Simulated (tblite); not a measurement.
Species: C7H11OP.
Atom-mapped SMILES: `[CH2:1]=[CH:2][C:3]1=[CH:4][P@@:5]([CH3:6])(=[O:7])[CH2:8][CH2:9]1` (hydrogens: H10, H11 on C1; H12 on C2; H13 on C4; H14, H15, H16 on C6; H17, H18 on C8; H19, H20 on C9)

Computed with GFN2-xTB (tblite), gas phase: L-BFGS steps from a force-field or distance-geometry start until the largest atomic force falls under 0.01 eV/Å.

Geometry at step 2:
```
atom  x, y, z in Å
C1      3.2600   -0.2575    0.0598
C2      2.2083   -0.3908    0.8619
C3      0.8401   -0.0037    0.5422
C4     -0.1705   -0.2237    1.3933
P5     -1.7490    0.3427    0.7138
C6     -2.4291   -1.1463   -0.0804
O7     -2.7364    1.1238    1.4785
C8     -0.9238    1.2520   -0.6232
C9      0.4738    0.6611   -0.7657
H10     4.2348   -0.5745    0.3977
H11     3.1937    0.1571   -0.9324
H12     2.3493   -0.8231    1.8433
H13    -0.0995   -0.6785    2.3552
H14    -1.6896   -1.6242   -0.7090
H15    -2.7733   -1.8324    0.6843
H16    -3.2798   -0.8307   -0.6766
H17    -0.8683    2.2967   -0.3052
H18    -1.5052    1.1962   -1.5403
H19     1.1717    1.4561   -1.0350
H20     0.4878   -0.0896   -1.5638
```

Problem. Give the atomic forces at this geometry.

Solution. 
```json
{"atom": "C1", "Fx (eV/Å)": "0.049", "Fy (eV/Å)": "-0.049", "Fz (eV/Å)": "0.088"}
{"atom": "C2", "Fx (eV/Å)": "-0.188", "Fy (eV/Å)": "0.099", "Fz (eV/Å)": "-0.223"}
{"atom": "C3", "Fx (eV/Å)": "0.238", "Fy (eV/Å)": "-0.017", "Fz (eV/Å)": "0.191"}
{"atom": "C4", "Fx (eV/Å)": "-0.242", "Fy (eV/Å)": "0.324", "Fz (eV/Å)": "-0.132"}
{"atom": "P5", "Fx (eV/Å)": "-0.275", "Fy (eV/Å)": "0.253", "Fz (eV/Å)": "0.111"}
{"atom": "C6", "Fx (eV/Å)": "-0.203", "Fy (eV/Å)": "-0.089", "Fz (eV/Å)": "-0.093"}
{"atom": "O7", "Fx (eV/Å)": "0.296", "Fy (eV/Å)": "-0.325", "Fz (eV/Å)": "0.140"}
{"atom": "C8", "Fx (eV/Å)": "0.137", "Fy (eV/Å)": "0.229", "Fz (eV/Å)": "-0.248"}
{"atom": "C9", "Fx (eV/Å)": "0.010", "Fy (eV/Å)": "-0.038", "Fz (eV/Å)": "-0.029"}
{"atom": "H10", "Fx (eV/Å)": "-0.031", "Fy (eV/Å)": "0.059", "Fz (eV/Å)": "-0.141"}
{"atom": "H11", "Fx (eV/Å)": "0.014", "Fy (eV/Å)": "-0.021", "Fz (eV/Å)": "0.048"}
{"atom": "H12", "Fx (eV/Å)": "-0.070", "Fy (eV/Å)": "0.007", "Fz (eV/Å)": "0.024"}
{"atom": "H13", "Fx (eV/Å)": "0.180", "Fy (eV/Å)": "-0.172", "Fz (eV/Å)": "0.317"}
{"atom": "H14", "Fx (eV/Å)": "0.078", "Fy (eV/Å)": "-0.104", "Fz (eV/Å)": "-0.052"}
{"atom": "H15", "Fx (eV/Å)": "-0.051", "Fy (eV/Å)": "-0.113", "Fz (eV/Å)": "0.093"}
{"atom": "H16", "Fx (eV/Å)": "-0.124", "Fy (eV/Å)": "-0.019", "Fz (eV/Å)": "-0.060"}
{"atom": "H17", "Fx (eV/Å)": "-0.073", "Fy (eV/Å)": "-0.013", "Fz (eV/Å)": "-0.037"}
{"atom": "H18", "Fx (eV/Å)": "-0.007", "Fy (eV/Å)": "0.113", "Fz (eV/Å)": "-0.130"}
{"atom": "H19", "Fx (eV/Å)": "0.178", "Fy (eV/Å)": "-0.158", "Fz (eV/Å)": "0.058"}
{"atom": "H20", "Fx (eV/Å)": "0.084", "Fy (eV/Å)": "0.033", "Fz (eV/Å)": "0.076"}
```

The largest, 0.46 eV/Å, acts on O7; the rms over all components is 0.148 eV/Å. The forces sum to zero within rounding, as they must for an isolated molecule in no field.

Problem. Give the force on O7 in Eh/bohr and in nN.

Solution. 0.461 eV/Å ÷ 51.422 = 0.00897 Eh/bohr, and 0.461 eV/Å × 1.602 = 0.74 nN.

Problem. How far is this geometry from the end of the optimisation?

Solution. 0.065 eV above it, and 0.069 Å rms away after alignment. The bonds farthest from their final lengths, with half the difference of the two atoms' forces along the bond (positive lengthens):

| bond | now (Å) | final (Å) | force along bond (eV/Å) |
| --- | --- | --- | --- |
| P5–C8 | 1.815 | 1.843 | +0.22 |
| P5–C6 | 1.819 | 1.836 | +0.17 |
| C4–H13 | 1.066 | 1.078 | +0.32 |
| C2–C3 | 1.457 | 1.450 | -0.26 |
| P5=O7 | 1.473 | 1.468 | -0.34 |
| C6–H15 | 1.084 | 1.089 | +0.05 |

The angle farthest from its final value is C4–P5–O7, 123.8° against 118.6°.

Of the 3 listed bonds off by 0.010 Å or more, this force points towards the final length in 3.

What follows is the cost of the whole relaxation. Time: 0.34 s wall. Hardware: one thread of an Arm Neoverse V2, no GPU, on a shared host.
